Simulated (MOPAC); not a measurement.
MOPAC input (PM3):

```
PM3 1SCF UHF MS=0.5 GEO-OK AUX(PRECISION=9) THREADS=1
CH2N

C    -0.01202500 1    0.01427600 1   -0.50049700 1
N     0.01768900 1   -0.02100000 1    0.73622100 1
H     0.86542600 1    0.31503100 1   -1.08858400 1
H    -0.91709600 1   -0.25369000 1   -1.06197800 1
```

From the output:

```
                                                       MOPAC v23.2.5 Linux

          FINAL HEAT OF FORMATION =         49.66038 KCAL/MOL =     207.77905 KJ/MOL

          COSMO AREA              =         63.51 SQUARE ANGSTROMS
          COSMO VOLUME            =         45.43 CUBIC ANGSTROMS

          IONIZATION POTENTIAL    =         10.495405 EV
          ALPHA SOMO LUMO (EV)    =        -10.495  0.763
          BETA  SOMO LUMO (EV)    =        -12.302 -0.237
          NO. OF ALPHA ELECTRONS  =          6
          NO. OF BETA  ELECTRONS  =          5
          MOLECULAR WEIGHT        =         28.0335         POINT GROUP:  C2v

          MOLECULAR DIMENSIONS (Angstroms)

            Atom       Atom       Distance
            H     3    N     2     2.03997
            H     4    N     2     1.66282
            H     3    C     1     0.00000

          SCF CALCULATIONS        =          1

   ATOM   CHEMICAL          X               Y               Z
  NUMBER   SYMBOL      (ANGSTROMS)     (ANGSTROMS)     (ANGSTROMS)

     1       C         -0.01202500  *   0.01427600  *  -0.50049700  *
     2       N          0.01768900  *  -0.02100000  *   0.73622100  *
     3       H          0.86542600  *   0.31503100  *  -1.08858400  *
     4       H         -0.91709600  *  -0.25369000  *  -1.06197800  *

                             CARTESIAN COORDINATES

   1    C       -0.012025000     0.014276000    -0.500497000
   2    N        0.017689000    -0.021000000     0.736221000
   3    H        0.865426000     0.315031000    -1.088584000
   4    H       -0.917096000    -0.253690000    -1.061978000

           Empirical Formula: C H2 N  =     4 atoms

      MOLECULAR POINT GROUP   :   C2v

          ALPHA EIGENVALUES
 -31.79309 -19.86100 -16.62671 -12.99553 -12.70620 -10.49541   0.76292   2.53053
   3.78302   5.61129

           BETA EIGENVALUES
 -31.69796 -19.39650 -15.69023 -12.46204 -12.30239  -0.23704   0.91169   2.72943
   4.24897   5.81948

              NET ATOMIC CHARGES AND DIPOLE CONTRIBUTIONS

  ATOM NO.   TYPE          CHARGE      No. of ELECS.   s-Pop       p-Pop
    1          C          -0.082686        4.0827     1.20148     2.88120
    2          N          -0.135960        5.1360     1.79174     3.34422
    3          H           0.109323        0.8907     0.89068
    4          H           0.109323        0.8907     0.89068
 DIPOLE           X         Y         Z       TOTAL
 POINT-CHG.    -0.034     0.040    -1.411     1.412
 HYBRID        -0.027     0.032    -1.128     1.129
 SUM           -0.061     0.072    -2.540     2.541

          ATOMIC ORBITAL ELECTRON POPULATIONS

     Atom    s        px        py        pz
    1  C   1.20148   0.97861   0.94159   0.96101
    2  N   1.79174   1.06031   1.06251   1.22140
    3  H   0.89068
    4  H   0.89068

                    (SZ)    =    0.500000
                    (S**2)  =    0.777485

          ATOMIC ORBITAL SPIN POPULATIONS

    Atom   Total    s     px     py     pz
         Atomic
    1  C -0.2742 -0.031 -0.077 -0.130 -0.036
    2  N  1.0261  0.008  0.798  0.204  0.016
    3  H  0.1241  0.124
    4  H  0.1241  0.124

 **********************
 *                    *
 * JOB ENDED NORMALLY *
 *                    *
 **********************

 == MOPAC DONE ==
```

The geometry given is a B3LYP-D3(BJ)/def2-TZVP minimum.
